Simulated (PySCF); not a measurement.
C₄H₅, SMILES C#C[CH]C, multiplicity 2. Geometry: B3LYP-D3(BJ)/def2-SVP.

### Question
Give the equilibrium geometry at B3LYP-D3(BJ)/def2-SVP (PySCF confirms it by a frequency run) as Cartesian coordinates in Å, and its point group. (An estimate is asked for; the answer gives what the named calculation found.)

### Answer
point group Cs.
```xyz
9

C     -0.2298     1.9815     0.0000
C      0.1520     0.8103     0.0000
C      0.5660    -0.5030     0.0000
C     -0.3666    -1.6745     0.0000
H     -0.5572     3.0035     0.0000
H      1.6445    -0.7012     0.0000
H     -0.1990    -2.3163    -0.8845
H     -0.1990    -2.3163     0.8845
H     -1.4185    -1.3557     0.0000
```
Charge 0, spin multiplicity 2.
